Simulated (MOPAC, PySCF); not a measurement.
Bond stretch in NaF, singlet.

UKS-BLYP = unrestricted BLYP/aug-cc-pVDZ (PySCF); RKS-BLYP = restricted BLYP/aug-cc-pVDZ in PySCF 2.14.0; AM1, restricted, heats of formation (MOPAC); RMP2/6-31G* = restricted MP2 (frozen core)/6-31G*, spherical d (PySCF).

Energies are in kcal/mol, each relative to the lowest point of its own curve near equilibrium.

```json
[
 {"R / Å": "1.53", "UKS-BLYP": "47.2", "RKS-BLYP": "47.2", "AM1": "69.5", "RMP2/6-31G*": "41.3"},
 {"R / Å": "1.62", "UKS-BLYP": "24.6", "RKS-BLYP": "24.6", "AM1": "37.3", "RMP2/6-31G*": "19.5"},
 {"R / Å": "1.75", "UKS-BLYP": "7.4", "RKS-BLYP": "7.4", "AM1": "10.4", "RMP2/6-31G*": "4.2"},
 {"R / Å": "1.82", "UKS-BLYP": "2.9", "RKS-BLYP": "2.9", "AM1": "3.4", "RMP2/6-31G*": "1.0"},
 {"R / Å": "1.85", "UKS-BLYP": "1.7", "RKS-BLYP": "1.7", "AM1": "1.7", "RMP2/6-31G*": "0.3"},
 {"R / Å": "1.92", "UKS-BLYP": "0.2", "RKS-BLYP": "0.2", "AM1": "0.0", "RMP2/6-31G*": "0.0"},
 {"R / Å": "1.96", "UKS-BLYP": "0.0", "RKS-BLYP": "0.0", "AM1": "0.3", "RMP2/6-31G*": "0.4"},
 {"R / Å": "2.02", "UKS-BLYP": "0.4", "RKS-BLYP": "0.4", "AM1": "2.0", "RMP2/6-31G*": "1.7"},
 {"R / Å": "2.11", "UKS-BLYP": "2.0", "RKS-BLYP": "2.0", "AM1": "6.7", "RMP2/6-31G*": "4.6"},
 {"R / Å": "2.22", "UKS-BLYP": "5.1", "RKS-BLYP": "5.1", "AM1": "14.4", "RMP2/6-31G*": "9.2"},
 {"R / Å": "2.38", "UKS-BLYP": "10.5", "RKS-BLYP": "10.5", "AM1": "27.5", "RMP2/6-31G*": "17.2"},
 {"R / Å": "2.57", "UKS-BLYP": "17.6", "RKS-BLYP": "17.6", "AM1": "43.2", "RMP2/6-31G*": "27.5"},
 {"R / Å": "2.86", "UKS-BLYP": "28.0", "RKS-BLYP": "28.0", "AM1": "64.8", "RMP2/6-31G*": "43.3"},
 {"R / Å": "3.18", "UKS-BLYP": "38.2", "RKS-BLYP": "38.2", "AM1": "83.6", "RMP2/6-31G*": "59.8"},
 {"R / Å": "3.47", "UKS-BLYP": "46.0", "RKS-BLYP": "46.0", "AM1": "96.6", "RMP2/6-31G*": "73.2"},
 {"R / Å": "3.89", "UKS-BLYP": "54.6", "RKS-BLYP": "54.9", "AM1": "110.5", "RMP2/6-31G*": "88.9"},
 {"R / Å": "4.27", "UKS-BLYP": "60.0", "RKS-BLYP": "—", "AM1": "119.6", "RMP2/6-31G*": "99.3"},
 {"R / Å": "4.76", "UKS-BLYP": "64.7", "RKS-BLYP": "—", "AM1": "128.4", "RMP2/6-31G*": "109.4"},
 {"R / Å": "5.18", "UKS-BLYP": "67.6", "RKS-BLYP": "—", "AM1": "134.2", "RMP2/6-31G*": "116.2"},
 {"R / Å": "5.73", "UKS-BLYP": "70.2", "RKS-BLYP": "—", "AM1": "140.1", "RMP2/6-31G*": "123.3"},
 {"R / Å": "6.76", "UKS-BLYP": "73.4", "RKS-BLYP": "—", "AM1": "147.8", "RMP2/6-31G*": "129.9"},
 {"R / Å": "7.69", "UKS-BLYP": "75.2", "RKS-BLYP": "—", "AM1": "152.5", "RMP2/6-31G*": "130.1"}
]
```

At the longest distance, 7.69 Å, AM1 lies highest above its minimum (152.5 kcal/mol) and UKS-BLYP lowest (75.2 kcal/mol).

Dashes: no converged value, or the column stops at the first point that the program doubted or that broke a chosen test of continuity, which isn't proof of a fault.

The unrestricted determinant behind UKS-BLYP is spin-contaminated at 3.89 to 7.69 Å (<S²> up to 0.5, against 0.00 for a pure singlet). At the longest distance UKS-BLYP leaves fractional charges on the fragments, a sign of delocalisation error or of the restricted form. The restricted form behind RKS-BLYP, AM1, RMP2/6-31G* keeps the bonding electrons paired and can't separate into open-shell fragments.
